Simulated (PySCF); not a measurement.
**[OsO2F3]+ at several levels of theory**

Computed with PySCF 2.14.0 (density fitting, no spin-orbit coupling) at the geometry relaxed with r2SCAN:

```xyz
6
[OsO2F3]+ (singlet)
Os    0.0579    0.0000    0.0458
O     0.2044    0.0000    1.7114
O     1.5939    0.0000   -0.6145
F    -0.1851    1.8062   -0.0925
F    -1.5220    0.0000   -0.8951
F    -0.1851   -1.8062   -0.0925
```

```json
{"level": "r2SCAN", "basis": "Os def2-SVP with ECP60, O def2-SVP, F def2-SVP", "state": "singlet", "HOMO (eV)": "-17.28", "gap (eV)": "3.18", "charge on Os1 (e)": "1.70", "dipole about the centre of mass (D)": "0.93", "largest force component (eV/Å)": "0.08"}
{"level": "PBE", "basis": "the same", "state": "singlet", "HOMO (eV)": "-16.67", "gap (eV)": "2.92", "charge on Os1 (e)": "1.51", "dipole about the centre of mass (D)": "0.81", "largest force component (eV/Å)": "0.88"}
{"level": "r2SCAN", "basis": "Os def2-TZVP with ECP60, O def2-TZVP, F def2-TZVP", "state": "singlet", "HOMO (eV)": "-17.09", "gap (eV)": "3.27", "charge on Os1 (e)": "1.74", "dipole about the centre of mass (D)": "0.99", "largest force component (eV/Å)": "0.37"}
{"level": "r2SCAN", "basis": "Os x2c-SVPall, O x2c-SVPall, F x2c-SVPall", "state": "singlet", "HOMO (eV)": "-17.40", "gap (eV)": "3.00", "charge on Os1 (e)": "1.48", "dipole about the centre of mass (D)": "1.00", "largest force component (eV/Å)": "0.80"}
```

Charges are Mulliken's, which hang on the basis. The relaxation used the grid (50, 194), these runs (75, 302) or, all-electron (x2c bases, spin-free X2C Hamiltonian), (99, 590).

Q: A further run in the first row's basis gives HOMO (eV) -20.13, gap (eV) 7.76, charge on Os1 (e) 1.68, dipole about the centre of mass (D) 1.19, largest force component (eV/Å) 1.42. Which level was it?
A. revPBE
B. TPSS
C. CAM-B3LYP

A: C. The others give HOMO -16.83 eV (TPSS); -16.59 eV (revPBE).

In the first row's basis the gap widens with exact exchange: 2.9 to 3.2 eV for revPBE, PBE, TPSS, r2SCAN (none); 7.8 eV for CAM-B3LYP (rising or full at long range).

No frequency check is given that shows the relaxed geometry to be a minimum.
